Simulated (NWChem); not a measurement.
Molecule: HSeBr; SMILES Br[SeH]

Program: NWChem. All runs use the structure optimised with PBE0-D3(BJ)/def2-TZVP. B3LYP is NWChem's, with the RPA form of VWN correlation. Vertical excitations in the gas phase; the lowest state need not have the same character in each row.

| level | lowest excitation, singlet (eV) | oscillator strength of that lowest state | orbital gap (eV) |
|---|---|---|---|
| PBE/def2-SVPD, full TDDFT | 2.53 | 0.002 | 2.20 |
| B3LYP/def2-SVPD, full TDDFT | 2.61 | 0.002 | 3.79 |
| Hartree-Fock/def2-SVPD, TDHF | … | 0.002 | … |
| PBE0/def2-SVPD, full TDDFT | 2.69 | 0.002 | 4.26 |

### Question
Some entries are withheld; supply them.

### Answer

- Hartree-Fock/def2-SVPD, TDHF, lowest excitation, singlet (eV): 3.11
- Hartree-Fock/def2-SVPD, TDHF, orbital gap (eV): 10.15
